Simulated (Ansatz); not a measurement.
Input for Ansatz (a quantum-chemistry and plane-wave program): U-CCSD(T)/def2-QZVPP on O, 2S+1 = 3, a spin state set in the input, which need not be the lowest. Files ending in .json are basis or fitting sets from the Basis Set Exchange.

Ansatz 0.2 input:
```yaml
crystal:
  periodic: [false, false, false]
  atoms:
    - {symbol: O, position_ang: [0.00000000, 0.00000000, 0.00000000]}
basis:
  gaussian:
    orbitals: def2-QZVPP.json
magnetization: {spin_polarized: true, initial_magnetization: 2}
correlation: {method: ccsd_t, electrons: valence}
scf: {lower_state_search: full}
```

Program output:

```
Functional definition: HF
[...]
integrals: 0.03 GiB planned
362 factors; integrals over basis functions are off by at most 1.2e-4 eV
mean field: 0.08 GiB planned
mean field evaluation 1: about -2035.5724 eV, gradient 8.9e0 eV
mean field evaluation 2: about -2035.5727 eV, gradient 8.9e0 eV
mean field evaluation 4: about -2035.9105 eV, gradient 9.3e-1 eV
mean field evaluation 8: about -2035.9186 eV, gradient 1.3e-4 eV
mean field evaluation 16: about -2035.9170 eV, gradient 3.4e-1 eV
mean field evaluation 32: about -2035.9093 eV, gradient 1.3e0 eV
mean field evaluation 64: about -2035.9186 eV, gradient 5.6e-5 eV
mean field evaluation 96: about -2035.9186 eV, gradient 3.5e-4 eV
mean field -2035.91862060 eV, -74.8186293117 hartree, gradient 1.5e-6 eV, S^2 2.008921; 6 other end points of the search recorded, 0 dependent functions left out
1 core orbitals not correlated
reference -2035.91862060 eV, -74.8186293117 hartree; 4, 2 occupied and 52, 54 virtual orbitals, 362 factors
second order -4.26370861 eV of doubles, -0.00000000 eV of singles
coupled cluster: 0.12 GiB planned
cycle   1  -4.57472040 eV  change   -3.1e-1 eV  update   2.7e-2
cycle   2  -4.66714268 eV  change   -9.2e-2 eV  update   9.9e-3
cycle   3  -4.67331310 eV  change   -6.2e-3 eV  update   3.3e-3
cycle   4  -4.67251171 eV  change    8.0e-4 eV  update   1.4e-3
cycle   5  -4.67329059 eV  change   -7.8e-4 eV  update   5.0e-4
cycle   6  -4.67334385 eV  change   -5.3e-5 eV  update   1.2e-4
cycle   7  -4.67335852 eV  change   -1.5e-5 eV  update   3.0e-5
cycle   8  -4.67334643 eV  change    1.2e-5 eV  update   7.5e-6
cycle   9  -4.67334773 eV  change   -1.3e-6 eV  update   1.8e-6
perturbative correction -0.10056218 eV, -0.0036955918 hartree
Total energy: -2040.69253051 eV, -74.9940672651 hartree
```

Self-consistency was reached.

Cost: about 2.8 core-seconds (a rough figure).
